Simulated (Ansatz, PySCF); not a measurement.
Reaction 2 R1 → P1 + P2, each structure at its B3LYP-D3(BJ)/def2-TZVP stationary point, reached from a drawn start (curvature not checked).
P1, BF3 (SMILES FB(F)F) (charge 0, multiplicity 1):
```xyz
4

B      0.000     0.000     0.000
F      1.316     0.000     0.000
F     -0.658     1.139     0.000
F     -0.658    -1.139     0.000
```
R1: BF2 (SMILES F[B]F), charge 0, multiplicity 2.
P2, BF (SMILES [B]F) (charge 0, multiplicity 1, Z-matrix in Å and degrees):
```
B
F 1 1.2649
```

P less R. No zero-point or thermal terms; singlets are restricted closed shells; open shells are unrestricted.

Frozen-core correlation throughout.

Codes used: Ansatz (a program for electronic structure); PySCF for the D3/D4 terms. No computed number here is a measurement.

PBE/def2-TZVPP gives -199.5 kJ/mol for the reaction energy.

Q: Where do these levels fall relative to PBE: PBE-D3(BJ)/def2-TZVPP, r2SCAN/def2-TZVPP, PBE0/def2-TZVPP, wB97M-V/def2-TZVPP, B2PLYP/def2-TZVPP, MP2/cc-pVQZ, CCSD(T)/cc-pVQZ.

A: PBE-D3(BJ)/def2-TZVPP -0.1; r2SCAN/def2-TZVPP 11.4; PBE0/def2-TZVPP -6.1; wB97M-V/def2-TZVPP -59.1; B2PLYP/def2-TZVPP -28.3; MP2/cc-pVQZ -33.6; CCSD(T)/cc-pVQZ -54.4 kJ/mol. 1 of 7 lie above PBE; the widest gap is to wB97M-V/def2-TZVPP.
